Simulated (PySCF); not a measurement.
# Solvent effects on NMR parameters

Cartesian coordinates in Å; atom numbers follow the order of the lines, from 1:
```xyz
22

B     2.927   -0.040   -0.717
C     1.392   -0.021   -0.502
C     0.752   -1.271    0.108
C    -0.768   -1.255    0.009
C    -1.362    0.029    0.601
B    -2.924    0.032    0.595
F    -3.619   -1.071    0.812
F    -3.631    1.132    0.400
C    -0.742    1.276   -0.035
C     0.779    1.264    0.064
H     3.538    0.995   -0.875
H     3.519   -1.091   -0.837
H     1.156   -0.038   -1.604
H     1.159   -2.177   -0.368
H     1.039   -1.330    1.174
H    -1.059   -1.328   -1.056
H    -1.198   -2.139    0.506
H    -1.102    0.038    1.683
H    -1.034    1.318   -1.101
H    -1.154    2.187    0.428
H     1.204    2.143   -0.445
H     1.069    1.354    1.127
```

GIAO PBE0/pcSseg-1 in PySCF 2.14.0 with density-fitted response routines on one PBE0-D3(BJ)/def2-SVP conformer, non-relativistic, equivalent nuclei averaged. Solvents enter as an IEF-PCM continuum (cyclohexane with ε = 2.0, dimethylsulfoxide with ε = 46.8) around the gas-phase geometry. Shifts are referred to BF3·OEt2, TMS, CFCl3 computed in the same medium.

Gas phase, δ in ppm: B1 87.0, B6 29.4, C2 51.9, C3/C10 33.4, C4/C9 30.1, C5 23.6, F7/F8 -70.3, H11/H12 7.39, H14/H21 2.22, H17/H20 1.94, H15/H22 1.36, H16/H19 1.08, H18 0.68, H13 0.11. Dipole moment 1.06 D.

**Question.** How does each δ change in the continuum?

**Answer.** 
```
  atoms                        environment  Δδ, cyclohexane  Δδ, dimethylsulfoxide
     B1             boron bonded to C, 2 H             -0.2                   -0.6
     B6             boron bonded to C, 2 F             +0.4                   +0.9
     C2                 sp3 CH bonded to B             +0.4                   +1.0
 C3/C10                  sp3 CH2 in a ring             +0.2                   +0.4
  C4/C9                  sp3 CH2 in a ring             +0.1                   +0.2
     C5                 sp3 CH bonded to B             +0.2                   +0.6
  F7/F8               fluorine bonded to B             -1.5                   -3.6
H11/H12    hydrogen on a boron bonded to C            -0.05                  -0.15
H14/H21   hydrogen on an sp3 CH2 in a ring            -0.01                  -0.06
H17/H20   hydrogen on an sp3 CH2 in a ring            -0.03                  -0.10
H15/H22   hydrogen on an sp3 CH2 in a ring            +0.03                  +0.07
H16/H19   hydrogen on an sp3 CH2 in a ring            +0.03                  +0.10
    H18  hydrogen on an sp3 CH bonded to B            +0.10                  +0.27
    H13  hydrogen on an sp3 CH bonded to B            +0.09                  +0.25
```

Changes are relative to the gas phase. The dipole moment becomes 1.10 D in cyclohexane, 1.11 D in dimethylsulfoxide.

**Question.** Which of the listed nuclei move most (in ppm), and what does the model miss?

**Answer.** F7/F8 (fluorine bonded to B, -3.6 ppm) in dimethylsulfoxide. A continuum only polarises the solute; specific hydrogen bonds, the anisotropy of aromatic solvents and changes of geometry or conformer are outside it.
